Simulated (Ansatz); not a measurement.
A nudged elastic band was laid between two geometries of CH₁₀N₂OSi₂ (16 atoms, charge 0, multiplicity 1).

These are results of RKS PBE0-D4/def2-SVP in Ansatz, not measurements.

| Quantity | Value |
| --- | --- |
| movable images | 7 |
| climbing image | yes |
| spring | 5.0 eV/Å² |
| optimiser | quadratic models (default) |
| start path | through a guess of the saddle point |
| force threshold | 0.05 eV/Å |
| iteration limit | 42 |
| end points | relaxed |

First end point:

```xyz
16
Properties=species:S:1:pos:R:3
N 2.527 -1.117 -1.233
C 1.942 0.046 -0.568
Si 0.358 -0.402 0.362
O -0.604 -1.276 -0.702
Si -1.171 1.305 0.907
N -2.672 0.484 0.459
H 1.817 -1.572 -1.808
H 2.811 -1.813 -0.545
H 2.686 0.503 0.106
H 1.718 0.818 -1.325
H 0.734 -1.257 1.539
H -1.506 -0.908 -0.699
H -1.138 1.858 2.303
H -1.059 2.464 -0.034
H -3.454 1.066 0.173
H -3.012 -0.221 1.110
```

Last end point:

```xyz
16
Properties=species:S:1:pos:R:3
N 2.328 -1.098 -1.393
C 1.694 0.080 -0.801
Si 0.472 -0.393 0.564
O -0.534 -1.590 -0.052
Si -1.168 1.183 1.180
N -2.471 0.628 0.121
H 1.608 -1.767 -1.667
H 2.897 -1.578 -0.697
H 2.470 0.767 -0.419
H 1.175 0.645 -1.596
H 1.259 -0.942 1.714
H -1.449 -1.257 -0.080
H -1.674 0.981 2.573
H -0.812 2.635 1.037
H -2.394 0.876 -0.863
H -3.425 0.806 0.426
```

(1) What changes between the two ends?

(2) What energy profile does the band end with?

(3) What is the geometry of the highest image?

(4) What are the harmonic wavenumbers there?

The band took 11 iterations and of the order of 11 core-minutes.

Results:

(1) No bond is made or broken. The dihedral H13–Si5–N6–H15 goes from 81 to 167°.

(2) The run converged. The highest image is number 4 of 0 to 8, 0.8 kcal/mol above the first end and 0.7 kcal/mol above the last; the last end lies 0.1 kcal/mol above the first. A vibrational analysis at the climbing image gives one clearly imaginary mode, 164i cm⁻¹: a first-order saddle point.

| image | path coordinate (Å) | energy (kcal/mol) | dihedral H13–Si5–N6–H15 (°) |
| --- | --- | --- | --- |
| 0 | 0.00 | 0.0 | 81 |
| 1 | 0.40 | 0.1 | 84 |
| 2 | 0.81 | 0.2 | 91 |
| 3 | 1.21 | 0.6 | 105 |
| 4 | 1.61 | 0.8 | 123 |
| 5 | 2.03 | 0.7 | 141 |
| 6 | 2.46 | 0.4 | 155 |
| 7 | 2.88 | 0.2 | 163 |
| 8 | 3.30 | 0.1 | 167 |

(3) 
```xyz
16
Properties=species:S:1:pos:R:3:forces:R:3
N 2.466 -1.084 -1.340 0.00 0.01 0.00
C 1.855 0.071 -0.681 -0.01 0.00 -0.01
Si 0.425 -0.432 0.449 -0.04 0.00 0.03
O -0.600 -1.428 -0.428 0.01 -0.01 -0.02
Si -1.156 1.212 1.071 0.04 0.01 0.01
N -2.604 0.540 0.291 0.01 -0.01 -0.02
H 1.740 -1.633 -1.799 0.00 -0.01 0.00
H 2.883 -1.703 -0.646 0.00 -0.01 -0.01
H 2.626 0.628 -0.120 0.00 0.01 0.00
H 1.489 0.772 -1.452 0.01 0.00 0.01
H 0.995 -1.182 1.617 0.02 0.00 0.00
H -1.498 -1.040 -0.413 -0.01 0.01 0.01
H -1.398 1.357 2.542 0.00 0.00 0.00
H -0.883 2.576 0.510 -0.01 -0.01 0.00
H -3.008 1.087 -0.464 -0.01 0.01 0.00
H -3.353 0.238 0.908 0.00 -0.01 0.00
```

(4) 164i, 54, 71, 104, 189, 203, 265, 305, 321, 405, 466, 564, 630, 653, 698, 714, 765, 776, 831, 861, 893, 899, 920, 931, 1080, 1091, 1106, 1261, 1370, 1419, 1549, 1640, 2184, 2198, 2209, 3047, 3107, 3522, 3583, 3606, 3611, 3677 cm⁻¹.

Run time: 5.6 min on 2 threads of Arm Neoverse V2, with other jobs on the host, peak memory 0.41 GiB.
